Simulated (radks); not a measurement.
Values are calculated unless marked as measured or tabulated.
Spherical quantum dot in the effective-mass picture: electrons in a well V = -V0 / (1 + exp((r - R)/a)) with V0 = 24.7, R = 2.52, a = 0.11, with a point charge +1 (a donor) at the centre, all in effective atomic units (hartree* = m*/eps^2 hartree, bohr* = eps/m* bohr), one dielectric constant everywhere. Level of theory: non-relativistic Kohn-Sham, exchange-only LDA, spin-polarised, spherical densities (a radial shooting solver with Libxc functionals). Levels are named by radial order and angular momentum (1s, 1p, 1d, 2s, ...), and open shells are averaged over m. Results are scaled to m* = 0.21 and eps = 8.4, for which hartree* = 80.99 meV and bohr* = 2.117 nm.

N = 12, configuration 1s2 1p6 1d(up 4, down 0). This is the lowest configuration that the search found. Occupied and some empty levels:

level,occupation,eigenvalue (meV),<r> (nm)
1s up,1,-1481.5,2.895
1s down,1,-1472.5,2.834
1p up,3,-1426.3,3.410
1p down,3,-1414.8,3.394
1d up,4,-1355.4,3.654
1d down,0,-1343.3,3.650
2s up,0,-1323.3,2.483
2s down,0,-1317.6,2.518
1f up,0,-1266.7,3.829
1f down,0,-1254.3,3.829
2p up,0,-1177.3,2.874
2p down,0,-1170.2,2.873

Energy (meV): total -20020.0, kinetic 1518.7, external -24349, Hartree 3276.2, exchange-correlation -465.60.
